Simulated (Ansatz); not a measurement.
Input file for F2H4OSSi2, SMILES `O[SiH2]S[SiH](F)F`:

```yaml
crystal:
  periodic: [false, false, false]
  atoms:
    - {symbol: O, position_ang: [-1.915014, 0.445984, 1.031017]}
    - {symbol: Si, position_ang: [-1.175381, -0.802974, 0.273809]}
    - {symbol: S, position_ang: [-0.083515, -0.189392, -1.471599]}
    - {symbol: Si, position_ang: [1.613269, 0.559993, -0.475531]}
    - {symbol: F, position_ang: [2.710688, -0.570036, -0.307215]}
    - {symbol: F, position_ang: [2.256860, 1.680232, -1.390759]}
    - {symbol: H, position_ang: [-2.506654, 1.001639, 0.520653]}
    - {symbol: H, position_ang: [-0.260791, -1.380579, 1.280487]}
    - {symbol: H, position_ang: [-2.137154, -1.798562, -0.253824]}
    - {symbol: H, position_ang: [1.322892, 1.114294, 0.856361]}
basis:
  gaussian: {orbitals: def2-TZVPP}
correlation: {method: ccsd_t}
```

```sh
$ ansatz run in.yaml --threads 4 --pin off --events-out ev --progress --plain --max-ram 10444MiB
```

Output of Ansatz, abridged:

```
Functional definition: HF
1656 factors; integrals over basis functions are off by at most 1.0e-3 eV
mean field evaluation 1: about -34060.3908 eV, gradient 5.0e1 eV
mean field evaluation 2: about -34060.7518 eV, gradient 5.1e1 eV
mean field evaluation 4: about -34065.4477 eV, gradient 3.3e0 eV
mean field evaluation 8: about -34065.5202 eV, gradient 3.4e-1 eV
mean field evaluation 16: about -34065.5208 eV, gradient 1.7e-6 eV
mean field -34065.52075998 eV, -1251.8847974900 hartree, gradient 1.6e-6 eV, S^2 0.000000; 0 other end points of the search recorded, 0 dependent functions left out
18 core orbitals not correlated: weight in the atoms' cores, before any rotation towards them, 1.000 or more for the frozen orbitals, at most 0.000 for the correlated occupied ones
reference -34065.52075998 eV, -1251.8847974900 hartree; 19, 19 occupied and 238, 238 virtual orbitals, 1656 factors
second order -31.29164475 eV of doubles, -0.00000000 eV of singles
cycle   1  -31.47609915 eV  change   -1.8e-1 eV  update   1.2e-1
cycle   2  -32.15858083 eV  change   -6.8e-1 eV  update   3.4e-2
cycle   3  -32.31982724 eV  change   -1.6e-1 eV  update   1.7e-2
cycle   4  -32.30016640 eV  change    2.0e-2 eV  update   3.7e-3
cycle   5  -32.29699731 eV  change    3.2e-3 eV  update   1.6e-3
cycle   6  -32.29801411 eV  change   -1.0e-3 eV  update   4.8e-4
cycle   7  -32.29772903 eV  change    2.9e-4 eV  update   1.7e-4
cycle   8  -32.29760585 eV  change    1.2e-4 eV  update   5.3e-5
cycle   9  -32.29761923 eV  change   -1.3e-5 eV  update   2.1e-5
perturbative correction -1.12673647 eV, -0.0414068016 hartree
Total energy: -34098.94511569 eV, -1253.1131199064 hartree
```

Run time 69 s (4 threads of an Intel Xeon 6975P-C on a shared host); peak host memory 8.1 GiB.

MP2 recovers 93.6 % of the CCSD(T) correlation energy and the triples give 3.4 %; T1 = 0.0121.
